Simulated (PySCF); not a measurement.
Species: `C=C[C@@H](N)C[SiH2][SiH2]F`. The columns A, B, C and D hold Mulliken, IAO, Hirshfeld and ESP-fitted charges (e) of one PBE0/pcSseg-1 density (PySCF), in a shuffled order. Coordinates in Å (GFN2-xTB); the density's dipole moment is (-2.70, -0.31, 0.07) D.

```
atom       x       y       z       A       B       C       D
  C1  -3.216   0.008   0.786  -0.375  -0.134  -0.105  -0.324
  C2  -1.965   0.406   0.919  -0.346  -0.171  -0.045  -0.148
  C3  -0.834  -0.019   0.025  +0.434  -0.115  +0.019  +0.002
  N4  -0.081   1.111  -0.514  -0.772  -0.449  -0.178  -0.547
  C5   0.141  -0.915   0.791  -0.371  -0.444  -0.158  -0.521
 Si6   1.641  -1.340  -0.310  +0.214  +0.259  +0.237  +0.416
 Si7   2.613   0.546  -1.199  +0.508  +0.737  +0.304  +0.809
  F8   2.727   1.712  -0.079  -0.308  -0.457  -0.217  -0.556
  H9  -3.512  -0.663  -0.003  +0.161  +0.110  +0.044  +0.144
 H10  -3.995   0.325   1.459  +0.183  +0.118  +0.048  +0.154
 H11  -1.682   1.078   1.721  +0.179  +0.098  +0.043  +0.138
 H12  -1.234  -0.579  -0.828  +0.055  +0.125  +0.043  +0.135
 H13   0.232   1.710   0.243  +0.319  +0.196  +0.111  +0.252
 H14  -0.658   1.672  -1.132  +0.319  +0.186  +0.120  +0.255
 H15   0.470  -0.389   1.690  +0.121  +0.137  +0.038  +0.141
 H16  -0.384  -1.811   1.123  +0.122  +0.154  +0.043  +0.156
 H17   1.156  -2.238  -1.371  -0.100  -0.056  -0.082  -0.110
 H18   2.530  -2.166   0.527  -0.084  -0.054  -0.080  -0.104
 H19   4.036   0.341  -1.510  -0.146  -0.124  -0.099  -0.159
 H20   2.010   1.222  -2.340  -0.113  -0.115  -0.086  -0.132
```

**Question.** Which column most likely holds the ESP-fitted charges?

**Answer.** A. Σ q r misses the density's dipole by 0.01 D (A), 0.83 D (C), 2.94 D (D), 3.14 D (B). Charges fitted to the outside potential are the only set here that is tied to the molecule's multipoles.

**Question.** And the Hirshfeld charges?

**Answer.** C. The mean sizes are 0.105 e (C), 0.212 e (B), 0.260 e (D), 0.261 e (A), and Hirshfeld charges are commonly the smallest of these schemes.

As computed, A = ESP-fitted, B = Mulliken, C = Hirshfeld, D = IAO. Hydrogens on carbon: ESP-fitted +0.05 to +0.18, Mulliken +0.10 to +0.15, Hirshfeld +0.04 to +0.05, IAO +0.13 to +0.16 e.

The ESP scheme is a least-squares fit of atom-centred charges to the potential on four shells outside the van der Waals surface, with the total charge fixed. The Mulliken scheme gives each basis function's population to the atom it is centred on and halves the overlap population of two atoms between them.

Isolated species at its GFN2-xTB geometry (one conformer only).

The run behind these numbers computed NMR shieldings as well. Time: 55 s of wall time (grids of density and orbitals included); peak memory 1.0 GiB. Hardware: one thread of an Arm Neoverse V1, no GPU, on a shared host.
